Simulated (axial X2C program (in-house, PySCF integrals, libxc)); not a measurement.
# Correcting the dissociation energy of TcO for spin–orbit coupling

A spin-free PBE0 curve (one-electron X2C) was computed with an axial X2C code built on PySCF integrals, basis Tc dyall-cv3z [12s12p8d5f3g], O dyall-av3z [7s6p3d2f] (cores contracted in-house), for the state M_S = 5/2, Λ = 0 (beyond evenly filled blocks: σα, π+α, π-α, δ+α, δ-α). It gives D0 = 5.376 eV to Tc + O, which in a spin-free picture are the weighted means of the ground terms.

Measured levels of the ground terms (NIST Handbook of Basic Atomic Spectroscopic Data), in cm⁻¹: Tc 6S: J = 5/2 at 0; O 3P: J = 2 at 0, J = 1 at 158.3, J = 0 at 227.

The molecular state has Λ = 0, so it has no first-order lowering.

Task: How far does each ground level lie under the (2J+1)-weighted mean of its term?

Result: Tc: a single level, 0; O: (5 × 0 + 3 × 158.3 + 1 × 227)/9 = 78 cm⁻¹.

Task: Correct D0.

Result: D0 = 5.376 + (0 − 78)/8065.5 = 5.366 eV at PBE0 with these spin–orbit terms.

Second-order spin–orbit effects in the molecule, which grow quickly with Z, are left out. The state is one determinant whose occupation by symmetry is held fixed; it was picked as the lowest of a PBE0 search that is not exhaustive. De is counted from the lowest determinant-based energies of the atoms at the same level, without counterpoise correction. Other states lie close and PBE0, whose exact exchange favours high spin, may order them wrongly; the determinant shown need not be the ground state. The nearest other spin-free determinant of the search, M_S = 3/2, Λ = 1, lies 0.96 eV up at the distance of the search.
